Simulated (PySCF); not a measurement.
Ga(F)(Cl)(Et) (C₂H₅ClFGa), SMILES C[CH2][Ga]([F])[Cl]. Atoms are numbered in the order given.

```xyz
10

Ga     0.1164    -0.0851     0.0000
F      1.8693     0.0715     0.0000
Cl    -0.5283    -2.1427     0.0000
C     -1.0356     1.5069     0.0000
C     -0.2718     2.8338     0.0000
H     -1.6930     1.4108     0.8805
H     -1.6930     1.4108    -0.8805
H      0.3746     2.9340    -0.8855
H      0.3746     2.9340     0.8855
H     -0.9690     3.6881     0.0000
```

Coordinates come from a B3LYP-D3(BJ)/def2-SVP optimisation. The structure was generated by enumeration; whether it is a known compound was not checked. Other conformers were not sampled.

All values below come from PBE/pcSseg-1 in PySCF.

GIAO shieldings, no solvent; atoms alike by connectivity are averaged. δ = σ(ref) − σ: ¹⁹F against CFCl3 (σ = 133.6 ppm); ³⁵Cl against HCl (σ = 936.5 ppm); ¹³C against TMS (σ = 182.0 ppm); ¹H against TMS (σ = 31.49 ppm), references at their B3LYP-D3(BJ)/def2-TZVP geometries, non-relativistic (without spin–orbit terms, shifts of atoms bonded to Cl or Br come out too high).

```tsv
nucleus	atoms	count	δ (ppm)
¹⁹F	F2	1	-112.7
³⁵Cl	Cl3	1	103.0
¹³C	C4	1	20.5
¹³C	C5	1	13.8
¹H	H6, H7	2	1.76
¹H	H8, H9, H10	3	1.64
```
